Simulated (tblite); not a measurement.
A geometry optimisation, step by step.

C3H12AlNSi.
SMILES with atom numbers: `[CH3:1][NH:2][Al:3]([CH3:4])[CH2:5][SiH3:6]` (hydrogens: H7, H8, H9 on C1; H10 on N2; H11, H12, H13 on C4; H14, H15 on C5; H16, H17, H18 on Si6)

Computed with GFN2-xTB (tblite), gas phase: L-BFGS steps from a force-field or distance-geometry start until the largest atomic force falls under 0.01 eV/Å. 10 of its 189 geometries are shown.

Step 0: E = -495.6928 eV, largest atomic force 2.603 eV/Å
```
atom  x, y, z in Å  |  force x, y, z in eV/Å
C1     -2.254   -1.172    0.129   -1.789  -1.090  -0.188
N2     -1.580   -0.523   -0.959    2.271   1.222  -0.356
Al3    -0.192    0.652   -0.449   -1.403   0.128  -0.352
C4     -0.660    2.609   -0.310    0.464  -0.545   1.053
C5      1.613    0.152    0.152    0.686   0.768   0.622
Si6     2.313   -1.304   -0.778    0.847  -0.748   0.277
H7     -3.210   -0.602    0.303    0.785  -0.436   0.376
H8     -1.674   -1.293    1.056   -0.209   0.240  -0.146
H9     -2.586   -2.195   -0.188    0.224   0.534   0.366
H10    -1.386   -1.127   -1.763   -0.366   0.027   0.351
H11    -1.627    2.750    0.209    0.306   0.184  -0.651
H12     0.105    3.110    0.332   -0.401  -0.205  -0.431
H13    -0.606    3.059   -1.290   -0.407   0.392  -0.092
H14     2.339    0.997   -0.011   -0.660  -0.415   0.122
H15     1.654   -0.035    1.248   -0.009  -0.016  -0.483
H16     3.752   -1.367   -0.407   -0.141  -0.118  -0.110
H17     2.280   -1.131   -2.226   -0.163  -0.002  -0.192
H18     1.711   -2.571   -0.326   -0.035   0.081  -0.169
```

Step 21: E = -496.1438 eV, largest atomic force 0.140 eV/Å
```
atom  x, y, z in Å  |  force x, y, z in eV/Å
C1     -2.283   -1.232    0.122    0.013   0.019  -0.007
N2     -1.328   -0.650   -0.823    0.003   0.084  -0.003
Al3    -0.191    0.685   -0.421    0.118  -0.026   0.045
C4     -0.671    2.632   -0.310   -0.015  -0.043  -0.017
C5      1.662    0.152    0.147   -0.056   0.040  -0.003
Si6     2.394   -1.344   -0.761   -0.012   0.020   0.010
H7     -3.191   -0.627    0.214   -0.066  -0.083   0.000
H8     -1.812   -1.280    1.104   -0.029   0.033   0.030
H9     -2.569   -2.246   -0.169    0.033   0.018  -0.013
H10    -1.581   -0.919   -1.769   -0.020   0.039   0.014
H11    -1.657    2.799    0.136    0.008  -0.006   0.033
H12     0.061    3.163    0.308   -0.059   0.006  -0.027
H13    -0.692    3.144   -1.278    0.032  -0.018  -0.016
H14     2.323    1.018    0.011   -0.016  -0.023  -0.013
H15     1.676   -0.051    1.226    0.021  -0.027  -0.048
H16     3.817   -1.487   -0.440    0.137   0.004   0.029
H17     2.289   -1.159   -2.217   -0.029  -0.007   0.006
H18     1.744   -2.591   -0.355   -0.062  -0.028  -0.020
```

Step 42: E = -496.1939 eV, largest atomic force 0.043 eV/Å
```
atom  x, y, z in Å  |  force x, y, z in eV/Å
C1     -2.326   -1.244    0.126    0.015   0.003   0.005
N2     -1.436   -0.470   -0.735    0.004   0.015  -0.013
Al3    -0.132    0.695   -0.330   -0.007  -0.006   0.009
C4     -0.661    2.626   -0.314    0.007   0.006   0.006
C5      1.732    0.124    0.155   -0.002  -0.021  -0.012
Si6     2.446   -1.376   -0.772    0.013  -0.003   0.024
H7     -3.357   -0.874    0.084    0.012  -0.033  -0.024
H8     -1.980   -1.155    1.155    0.001  -0.019   0.014
H9     -2.329   -2.304   -0.150   -0.004  -0.007   0.028
H10    -1.714   -0.613   -1.702    0.005   0.001  -0.009
H11    -1.672    2.717    0.096    0.001   0.035  -0.008
H12    -0.014    3.284    0.270    0.020   0.004   0.000
H13    -0.702    3.047   -1.324   -0.009   0.007   0.002
H14     2.384    0.993   -0.002   -0.002  -0.026  -0.016
H15     1.793   -0.087    1.230   -0.012  -0.004  -0.015
H16     3.872   -1.554   -0.444   -0.025   0.020  -0.001
H17     2.338   -1.188   -2.227   -0.006   0.022   0.014
H18     1.749   -2.609   -0.391   -0.013   0.005  -0.003
```

Step 63: E = -496.2045 eV, largest atomic force 0.057 eV/Å
```
atom  x, y, z in Å  |  force x, y, z in eV/Å
C1     -2.296   -1.303    0.128    0.015  -0.010   0.006
N2     -1.476   -0.439   -0.716   -0.003  -0.011  -0.026
Al3    -0.173    0.727   -0.312    0.008   0.011  -0.002
C4     -0.629    2.678   -0.312    0.010  -0.007  -0.004
C5      1.686    0.122    0.151   -0.014  -0.012   0.004
Si6     2.398   -1.381   -0.768   -0.018  -0.002  -0.040
H7     -3.362   -1.083    0.011   -0.002  -0.006   0.009
H8     -2.024   -1.136    1.169   -0.007   0.006   0.009
H9     -2.141   -2.364   -0.098    0.005  -0.006  -0.017
H10    -1.732   -0.592   -1.688   -0.008   0.004   0.017
H11    -1.615    2.867    0.123    0.012  -0.013  -0.011
H12     0.088    3.300    0.228    0.006  -0.004  -0.017
H13    -0.668    3.065   -1.337   -0.007   0.020   0.016
H14     2.355    0.977   -0.015   -0.015  -0.011   0.014
H15     1.747   -0.087    1.227    0.000   0.006   0.009
H16     3.813   -1.546   -0.403    0.021  -0.021  -0.008
H17     2.318   -1.165   -2.222    0.010   0.008   0.016
H18     1.702   -2.632   -0.442   -0.013   0.049   0.026
```

Step 84: E = -496.2099 eV, largest atomic force 0.032 eV/Å
```
atom  x, y, z in Å  |  force x, y, z in eV/Å
C1     -2.255   -1.346    0.127   -0.007   0.005  -0.008
N2     -1.503   -0.422   -0.718    0.008  -0.007  -0.006
Al3    -0.185    0.736   -0.331    0.009   0.018   0.013
C4     -0.602    2.693   -0.344   -0.004   0.017   0.010
C5      1.666    0.135    0.173    0.004  -0.015   0.015
Si6     2.362   -1.365   -0.761    0.006   0.002   0.012
H7     -3.335   -1.200    0.012    0.017   0.000   0.004
H8     -1.997   -1.159    1.169    0.017  -0.023  -0.007
H9     -2.026   -2.393   -0.103    0.002   0.009   0.009
H10    -1.789   -0.558   -1.684    0.002   0.015   0.006
H11    -1.560    2.910    0.140    0.022  -0.006  -0.006
H12     0.163    3.283    0.170   -0.018   0.002  -0.015
H13    -0.676    3.097   -1.358   -0.002  -0.006  -0.005
H14     2.348    0.984    0.038   -0.020   0.003  -0.012
H15     1.701   -0.088    1.247   -0.002  -0.016   0.014
H16     3.772   -1.604   -0.407   -0.023   0.022   0.004
H17     2.293   -1.111   -2.208    0.005  -0.016  -0.018
H18     1.614   -2.584   -0.437   -0.015  -0.004  -0.009
```

Step 104: E = -496.2512 eV, largest atomic force 0.216 eV/Å
```
atom  x, y, z in Å  |  force x, y, z in eV/Å
C1     -1.845   -1.512    0.046    0.039  -0.048   0.116
N2     -1.500   -0.328   -0.732   -0.083   0.079  -0.094
Al3    -0.214    0.845   -0.287    0.008  -0.022  -0.013
C4     -0.532    2.794   -0.546    0.014  -0.084  -0.148
C5      1.501    0.119    0.452   -0.023  -0.051  -0.049
Si6     2.033   -1.330   -0.661   -0.017   0.031  -0.015
H7     -2.904   -1.504    0.324   -0.012  -0.040   0.034
H8     -1.249   -1.506    0.965   -0.065  -0.040  -0.114
H9     -1.637   -2.448   -0.487   -0.024   0.067  -0.026
H10    -2.119   -0.255   -1.539    0.143   0.018   0.161
H11    -1.299    3.137    0.149   -0.061   0.107   0.059
H12     0.362    3.399   -0.378    0.008   0.021   0.025
H13    -0.896    3.035   -1.551    0.001  -0.023   0.049
H14     2.269    0.897    0.403    0.044   0.057  -0.007
H15     1.490   -0.213    1.494   -0.091  -0.017   0.013
H16     3.368   -1.812   -0.281    0.030  -0.016  -0.022
H17     2.058   -0.844   -2.053    0.060  -0.029  -0.004
H18     1.107   -2.465   -0.592    0.030  -0.012   0.037
```

Step 125: E = -496.3026 eV, largest atomic force 0.124 eV/Å
```
atom  x, y, z in Å  |  force x, y, z in eV/Å
C1     -1.801   -1.558    0.000   -0.051  -0.010  -0.018
N2     -1.542   -0.211   -0.493   -0.010   0.005  -0.027
Al3    -0.174    0.924   -0.229   -0.016   0.023  -0.011
C4     -0.571    2.843   -0.637    0.011  -0.111   0.054
C5      1.519    0.093    0.447   -0.056  -0.002   0.005
Si6     2.085   -1.361   -0.649    0.090   0.058   0.060
H7     -2.787   -1.622    0.476    0.042   0.002   0.023
H8     -1.044   -1.817    0.740   -0.026  -0.004  -0.039
H9     -1.769   -2.304   -0.805    0.014   0.045   0.035
H10    -2.294    0.064   -1.118    0.010   0.032   0.021
H11    -1.297    3.248    0.074   -0.035  -0.017   0.023
H12     0.288    3.518   -0.620    0.053  -0.037  -0.039
H13    -1.035    2.926   -1.625    0.014   0.019  -0.024
H14     2.340    0.808    0.565   -0.012   0.026  -0.054
H15     1.323   -0.295    1.455    0.027  -0.039  -0.006
H16     3.418   -1.833   -0.224   -0.103   0.006  -0.005
H17     2.192   -0.935   -2.051    0.009   0.036  -0.024
H18     1.143   -2.481   -0.583    0.039  -0.030   0.027
```

Step 146: E = -496.3330 eV, largest atomic force 0.071 eV/Å
```
atom  x, y, z in Å  |  force x, y, z in eV/Å
C1     -1.901   -1.593   -0.046    0.005   0.056   0.000
N2     -1.675   -0.201   -0.415    0.046  -0.007   0.041
Al3    -0.249    0.871   -0.217   -0.059  -0.036  -0.015
C4     -0.528    2.794   -0.659   -0.007   0.000  -0.017
C5      1.480    0.093    0.418    0.019   0.016   0.007
Si6     2.197   -1.325   -0.627   -0.022  -0.014   0.039
H7     -2.776   -1.692    0.605   -0.002  -0.032   0.018
H8     -1.028   -1.962    0.491   -0.008   0.004  -0.017
H9     -2.055   -2.227   -0.927   -0.016  -0.008  -0.007
H10    -2.514    0.177   -0.847    0.011   0.011  -0.024
H11    -1.188    3.291    0.059    0.018  -0.013   0.009
H12     0.408    3.360   -0.675    0.011   0.015   0.008
H13    -0.995    2.926   -1.640    0.003  -0.022   0.000
H14     2.225    0.898    0.465   -0.005  -0.011   0.004
H15     1.374   -0.273    1.448   -0.008   0.008  -0.016
H16     3.526   -1.701   -0.120    0.018   0.005  -0.002
H17     2.339   -0.907   -2.027   -0.003   0.011  -0.016
H18     1.351   -2.522   -0.563    0.000   0.015  -0.010
```

Step 167: E = -496.3362 eV, largest atomic force 0.020 eV/Å
```
atom  x, y, z in Å  |  force x, y, z in eV/Å
C1     -1.935   -1.600   -0.055   -0.015   0.009  -0.009
N2     -1.686   -0.204   -0.392   -0.001  -0.007  -0.009
Al3    -0.251    0.856   -0.217    0.010   0.005   0.004
C4     -0.519    2.776   -0.677    0.001  -0.010  -0.001
C5      1.485    0.100    0.426   -0.003  -0.002  -0.002
Si6     2.226   -1.308   -0.615    0.000   0.008   0.000
H7     -2.740   -1.698    0.682    0.007  -0.005  -0.002
H8     -1.027   -2.027    0.369   -0.003   0.009   0.004
H9     -2.209   -2.186   -0.939    0.003  -0.002   0.002
H10    -2.524    0.202   -0.802    0.012  -0.001   0.015
H11    -1.162    3.280    0.050    0.002   0.000  -0.001
H12     0.420    3.336   -0.711   -0.002   0.000  -0.004
H13    -1.002    2.901   -1.651    0.002  -0.004   0.002
H14     2.220    0.913    0.480   -0.006  -0.002   0.000
H15     1.374   -0.270    1.454   -0.005   0.002   0.003
H16     3.562   -1.660   -0.108    0.006  -0.003  -0.002
H17     2.362   -0.888   -2.016   -0.003   0.003   0.002
H18     1.396   -2.515   -0.554   -0.002  -0.001  -0.002
```

Step 188: E = -496.3368 eV, largest atomic force 0.010 eV/Å
```
atom  x, y, z in Å  |  force x, y, z in eV/Å
C1     -1.934   -1.601   -0.065   -0.001  -0.004   0.007
N2     -1.688   -0.198   -0.370    0.006   0.007   0.003
Al3    -0.247    0.856   -0.205   -0.004  -0.005  -0.002
C4     -0.514    2.768   -0.695   -0.001   0.004   0.004
C5      1.483    0.096    0.445    0.003   0.001   0.004
Si6     2.227   -1.299   -0.611   -0.003   0.003  -0.007
H7     -2.724   -1.719    0.685   -0.004   0.002   0.001
H8     -1.019   -2.039    0.331    0.003  -0.003   0.002
H9     -2.226   -2.164   -0.959    0.000  -0.003  -0.005
H10    -2.535    0.224   -0.742   -0.001   0.004  -0.004
H11    -1.144    3.285    0.035    0.001   0.001  -0.003
H12     0.423    3.329   -0.759   -0.001  -0.006  -0.002
H13    -1.017    2.871   -1.662   -0.001   0.003  -0.001
H14     2.218    0.908    0.511   -0.003  -0.002   0.002
H15     1.364   -0.285    1.467    0.000  -0.001   0.002
H16     3.564   -1.657   -0.111    0.007  -0.002   0.002
H17     2.361   -0.862   -2.007   -0.002   0.002   0.000
H18     1.398   -2.507   -0.565    0.001   0.000  -0.002
```

**Question.** Summarise the path.

**Answer.** The energy falls by 62.13 kJ/mol from step 0 to step 188; nine tenths of that is first reached at step 111. It rises by more than 0.2 meV at step 95. The largest force goes from 2.603 to 0.010 eV/Å. Among the bonds N2–Al3 changes most, from 1.889 to 1.793 Å; the atoms move by 0.833 Å rms after alignment.

**Question.** Follow the three bonds and two angles with the largest change from start to end.

**Answer.** 
| step | E above end (kJ/mol) | largest force (eV/Å) | N2–Al3 (Å) | C5–Si6 (Å) | Al3–C5 (Å) | C1–N2–Al3 (°) | H11–C4–H13 (°) |
| --- | --- | --- | --- | --- | --- | --- | --- |
| 0 | 62.13 | 2.603 | 1.889 | 1.865 | 1.967 | 115.0 | 114.6 |
| 8 | 24.80 | 0.360 | 1.797 | 1.890 | 1.983 | 121.9 | 104.8 |
| 16 | 19.80 | 0.158 | 1.796 | 1.898 | 1.994 | 123.6 | 106.6 |
| 25 | 17.41 | 0.161 | 1.801 | 1.901 | 1.996 | 125.4 | 105.8 |
| 33 | 14.63 | 0.127 | 1.796 | 1.899 | 2.006 | 130.3 | 105.7 |
| 41 | 13.82 | 0.056 | 1.796 | 1.902 | 2.008 | 130.9 | 106.0 |
| 49 | 13.47 | 0.059 | 1.796 | 1.900 | 2.009 | 130.8 | 105.6 |
| 57 | 13.06 | 0.046 | 1.793 | 1.899 | 2.008 | 130.9 | 105.8 |
| 65 | 12.70 | 0.049 | 1.794 | 1.900 | 2.009 | 131.6 | 106.1 |
| 74 | 12.42 | 0.019 | 1.794 | 1.899 | 2.008 | 131.8 | 106.1 |
| 82 | 12.28 | 0.029 | 1.796 | 1.899 | 2.011 | 131.4 | 106.1 |
| 90 | 11.77 | 0.105 | 1.796 | 1.900 | 2.012 | 129.9 | 106.5 |
| 98 | 10.05 | 0.192 | 1.791 | 1.901 | 2.002 | 126.1 | 106.2 |
| 106 | 7.69 | 0.101 | 1.797 | 1.901 | 2.005 | 124.3 | 106.2 |
| 114 | 4.69 | 0.163 | 1.793 | 1.905 | 2.003 | 129.8 | 105.9 |
| 123 | 3.74 | 0.087 | 1.794 | 1.906 | 2.004 | 131.0 | 105.9 |
| 131 | 2.41 | 0.083 | 1.792 | 1.902 | 2.000 | 132.0 | 105.9 |
| 139 | 1.24 | 0.064 | 1.791 | 1.902 | 1.994 | 133.4 | 106.1 |
| 147 | 0.33 | 0.055 | 1.793 | 1.902 | 1.999 | 131.7 | 106.1 |
| 155 | 0.18 | 0.037 | 1.792 | 1.900 | 1.998 | 132.0 | 106.4 |
| 163 | 0.08 | 0.035 | 1.793 | 1.901 | 1.999 | 132.6 | 106.3 |
| 172 | 0.04 | 0.018 | 1.793 | 1.901 | 1.999 | 133.0 | 106.2 |
| 180 | 0.02 | 0.013 | 1.792 | 1.901 | 1.998 | 133.1 | 106.3 |
| 188 | 0.00 | 0.010 | 1.793 | 1.901 | 1.998 | 133.0 | 106.3 |

The cost below is that of the whole relaxation. On an Intel Xeon at 2.50 GHz with one thread, no GPU (shared host), this took 4.7 s wall.
